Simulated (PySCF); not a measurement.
SnH2Cl2, SMILES [Cl][SnH2][Cl].

Coordinates come from a PBE-D3(BJ)/def2-SVP optimisation. The def2 effective core potentials stand for the cores of Sn; spin–orbit coupling is left out.

The numbers are results of ωB97X/def2-TZVPD run with PySCF, not measurements.

Symmetry labels are those of the subgroup C2v that the program uses (full group C2v).

**Question.** List the valence orbital energies around the gap with their symmetry. (The exact figures need the calculation; the answer reports its results.)

**Answer.** 
```csv
orbital,symmetry,energy (eV)
HOMO−7,A1,-17.85
HOMO−6,B2,-13.43
HOMO−5,A1,-13.10
HOMO−4,B1,-13.09
HOMO−3,A2,-11.76
HOMO−2,A1,-11.74
HOMO−1,B1,-11.56
HOMO,B2,-11.38
LUMO,A1,0.14
LUMO+1,B1,0.82
LUMO+2,A1,1.22
LUMO+3,A1,1.73
```
